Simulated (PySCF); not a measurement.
C2H13NSi3, SMILES N([SiH2][SiH3])[SiH](C)C.

Coordinates come from a B3LYP-D3(BJ)/def2-SVP optimisation. The structure was generated by enumeration, and PubChem lists no compound with its InChIKey, so it may never have been made. The values are those of a single conformer.

Two levels are set side by side: TDA-PBE/def2-SVPD (PySCF) and TDA-B3LYP/def2-SVPD (PySCF). Vertical, same geometry. The lowest singlet is HOMO→LUMO 98 % with PBE and HOMO→LUMO 98 % with the other functional; states are paired by order. Differences are taken from unrounded values.

```
quantity                               TDA-B3LYP
-------------------------------------  ---------
lowest singlet excitation (eV)              5.58
lowest triplet excitation (TDA) (eV)        5.21
first bright state (f over 0.05) (eV)       6.43
its oscillator strength                     0.14
```

### Question
What does TDA-PBE give, and how far is it from TDA-B3LYP? (An estimate is asked for; the answer gives what the named calculation found.)

### Answer

```json
[
 {"quantity": "lowest singlet excitation (eV)", "TDA-PBE": "5.04", "TDA-PBE minus TDA-B3LYP": "-0.54"},
 {"quantity": "lowest triplet excitation (TDA) (eV)", "TDA-PBE": "4.73", "TDA-PBE minus TDA-B3LYP": "-0.48"},
 {"quantity": "first bright state (f over 0.05) (eV)", "TDA-PBE": "5.79", "TDA-PBE minus TDA-B3LYP": "-0.64"},
 {"quantity": "its oscillator strength", "TDA-PBE": "0.10", "TDA-PBE minus TDA-B3LYP": "-0.04"}
]
```

A lower first singlet is the usual sign of a functional without exact exchange. Differences between two approximate levels are no errors against the true value.

Rough cost on one machine, each run with all the roots and properties that it gave: TDA-B3LYP against TDA-PBE about 3 times.
